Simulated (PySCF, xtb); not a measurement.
Zr(Cl)2(NH2)(Me) (CH5Cl2NZr), SMILES [CH3][Zr]([NH2])([Cl])[Cl], multiplicity 1. One conformer was computed; it need not be the lowest.

Harmonic wavenumbers (cm⁻¹) from GFN2-xTB (xtb) at its own minimum, in rising order: 53, 63, 76, 86, 96, 109, 150, 308, 327, 359, 434, 464, 533, 546, 566, 1203, 1459, 1462, 1502, 2823, 2871, 2875, 3284, 3308.

Question: What does PBE-D3(BJ)/def2-SVP run with PySCF give at its own minimum? (An estimate is asked for; the answer gives what the named calculation found.)

Answer: 85, 98, 101, 124, 132, 158, 191, 363, 377, 431, 460, 484, 495, 531, 655, 1110, 1345, 1347, 1436, 2940, 3041, 3050, 3440, 3533. Paired by order, the mean absolute difference is 77 cm⁻¹ and the zero-point energies are 35.7 and 37.1 kcal/mol.
